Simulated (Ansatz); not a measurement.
GeH₄OS, SMILES `[OH][GeH2][SH]`, relaxed with RKS PBE-D4/def2-SVP in Ansatz 0.2.0 from a rough embedded geometry. The force threshold is 0.03 eV/Å; the program also tests the step.

Total charge 0; spin multiplicity 1.

Start:

```xyz
7

O     0.916   -0.256   -1.517
Ge    0.008   -0.202   -0.006
S    -0.281    1.912    0.497
H     0.977   -1.264   -1.636
H    -1.390   -0.884   -0.193
H     0.786   -0.922    1.145
H    -1.016    1.616    1.709
```

```
         step  energy (eV)  largest force (eV/Å)  largest move (Å)
            1  -69438.9067                 1.697             0.000
            2  -69439.0768                 0.970             0.114
            3  -69439.1260                 0.280             0.093
            4  -69439.1298                 0.151             0.018
            5  -69439.1317                 0.079             0.015
            6  -69439.1320                 0.018             0.009
            7  -69439.1321                 0.005             0.004
            8  -69439.1321                 0.017             0.007
 9 (rejected)  -69439.0581                 1.846             0.196
           10  -69439.1324                 0.031             0.013
           11  -69439.1373                 0.298             0.100
12 (rejected)  -69439.1126                 0.995             0.146
           13  -69439.1468                 0.193             0.073
           14  -69439.1549                 0.284             0.073
15 (rejected)  -69439.1522                 0.675             0.110
           16  -69439.1639                 0.180             0.054
           17  -69439.1705                 0.113             0.056
           18  -69439.1793                 0.082             0.084
           19  -69439.1814                 0.577             0.123
           20  -69439.2190                 0.310             0.190
           21  -69439.2526                 0.325             0.200
           22  -69439.2911                 0.182             0.200
           23  -69439.3119                 0.070             0.193
24 (rejected)  -69439.3107                 0.243             0.137
           25  -69439.3167                 0.034             0.069
           26  -69439.3189                 0.171             0.098
           27  -69439.3198                 0.019             0.041
```

End:

```xyz
7

O     1.172   -0.552   -0.974
Ge   -0.213   -0.507    0.175
S    -1.000    1.578    0.463
H     0.923   -0.147   -1.826
H    -1.434   -1.307   -0.356
H     0.404   -1.083    1.468
H     0.148    2.018    1.050
```

Run time 37 s (2 threads of an Arm Neoverse V1 on a shared host); peak host memory 0.12 GiB.
